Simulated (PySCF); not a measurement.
**RbC⁻: from constants to spectrum**

ROHF-CCSD(T) constants of RbC⁻, triplet, unpaired electrons π ↑↑ (Rb def2-SVPD with ECP28, C def2-SVPD; scalar-relativistic core potentials (PySCF 2.14); masses 84.9118 and 12.0000 u):

```
ωe   : 272.7 cm⁻¹
ωexe : 2.09 cm⁻¹
Be   : 0.19731 cm⁻¹
αe   : 0.00199 cm⁻¹
```

Question: What force constant and bond length do these constants imply?

Answer: Reduced mass μred = 10.514 u; k = 5.8918×10⁻⁷·μred·ωe² (u, cm⁻¹, mdyn/Å) = 0.461 mdyn/Å; Re = √(16.8576/(μred·Be)) (u, cm⁻¹, Å) = 2.851 Å.

Question: Estimate the centrifugal constant D from the Kratzer relation and find the Dunham coefficient a1.

Answer: D = 4Be³/ωe² = 4.13e-07 cm⁻¹; a1 = −1 − αeωe/(6Be²) = -3.32.

Correlated steps freeze 1 core orbital. Spin–orbit coupling is left out. The CCSD T1 diagnostic is raised, a sign that a single reference may not be enough here. The state was picked by a PBE0 search and need not be the measured ground state.
